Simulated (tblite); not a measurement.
ammonia (H$_{3}$N), singlet, geometry from GFN2-xTB; IPEA1-xTB in tblite 0.6.0.

Here is a job for tblite.
```
$ tblite run mol.xyz --method ipea1 --charge 0 --spin 0 --json tblite.json --no-restart

# file mol.xyz
4

N     -0.00088861     0.00220129     0.11002386
H      0.01587655     0.93846578    -0.27548989
H      0.81249024    -0.48875726    -0.24050098
H     -0.82214652    -0.46511757    -0.25417613
```

Problem. Predict the main parts of the log of this tblite run.

Solution. 
```
xTB calculator
 | screened Coulomb repulsion
 | Coulomb electrostatics
 |  * isotropic Klopman-Ohno-Mataga-Nishimoto electrostatics
 |  * onsite third-order electrostatics
 | DFT-D3(BJ) dispersion correction

halogen bonding energy    0.0000000000000E+00 Eh
repulsion energy          8.0989720502484E-02 Eh
dispersion energy        -2.9255092999750E-04 Eh
number of electrons       8.0000000000000E+00 e
integral cutoff           4.0000000000000E+01 bohr

------------------------------------------------------------
  cycle        total energy    energy error   density error
------------------------------------------------------------
      1     -5.319452336621  -5.4001495E+00   5.7377128E-01
      2     -5.465591319441  -1.4613898E-01   1.9283071E-01
      3     -5.465595768411  -4.4489705E-06   9.3546691E-02
      4     -5.465596850777  -1.0823655E-06   6.6422229E-04
      5     -5.465597415227  -5.6444962E-07   9.7875555E-05
      6     -5.465597427152  -1.1925279E-08   1.3089091E-05
------------------------------------------------------------

electronic energy        -5.5462945967244E+00 Eh
total energy             -5.4655974271519E+00 Eh

Post processing:
 | Mayer-Wiberg bond orders

[Info] JSON dump of results written to 'tblite.json'
```
